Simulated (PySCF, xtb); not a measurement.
FH₂MoNOS, SMILES [NH2][Mo](=[O])([F])=[S], multiplicity 1. The values are those of a single conformer.

Harmonic wavenumbers (cm⁻¹) from GFN2-xTB (xtb) at its own minimum, in rising order: 161, 168, 178, 198, 216, 349, 473, 525, 544, 595, 636, 937, 1438, 3285, 3295.

**Question.** What does B3LYP-D3(BJ)/def2-SVP run with PySCF 2.14.0 give at its own minimum? (The exact figures need the calculation; the answer reports its results.)

**Answer.** 185, 201, 207, 237, 270, 382, 531, 567, 666, 695, 732, 1038, 1498, 3528, 3630. Paired by order, the mean absolute difference is 91 cm⁻¹ and the zero-point energies are 18.6 and 20.5 kcal/mol.
